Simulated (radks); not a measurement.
Results of a calculation; reference values are marked as such.
Question: These are the eigenvalues of the occupied orbitals of an atom or ion with whole-number occupations (Ry). Level of theory: scalar-relativistic Kohn-Sham, LDA (Slater exchange, VWN5 correlation), spin-polarised, spherical densities, finite nucleus; Fermi nuclear charge, rms radius of each element as measured or else 0.836 A^(1/3) + 0.57 fm (a radial shooting solver on a logarithmic mesh with Libxc functionals).

orbital  eigenvalue
1s up     -7209.115

Which element is it, and in what charge state? The configuration may be excited. Open shells, if any, are filled with parallel spins first.

Answer: Z = 81, thallium, charge +80: Tl80+ in 1s1. The 1s level, -3604.6 hartree, gives Z - s = 84.9 by -(Z - s)^2/2, which with screening and relativity narrows Z to a few neighbours, and with so few levels the electron count can be read from the list.
